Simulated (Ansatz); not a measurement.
Al(F)(Br)(OMe) (CH3AlBrFO), SMILES C[O][Al]([F])[Br].

Geometry optimised at B3LYP-D3(BJ)/def2-SVP. The values are those of a single conformer.

Two levels are set side by side: PBE/def2-SVPD (Ansatz, a program for electronic structure) and PBE0/def2-SVPD (Ansatz). Energy differences of separate SCF runs at the same geometry; the states with an electron removed or added have multiplicity 2 and 2. Differences are taken from unrounded values.

```tsv
quantity	PBE
vertical ionisation energy (eV)	10.30
vertical singlet–triplet gap (eV)	5.34
```

Problem. These are the PBE values. What does PBE0 give? (An estimate is asked for; the answer gives what the named calculation found.)

Solution. 
```csv
quantity,PBE0,PBE minus PBE0
vertical ionisation energy (eV),10.80,-0.50
vertical singlet–triplet gap (eV),5.95,-0.61
```
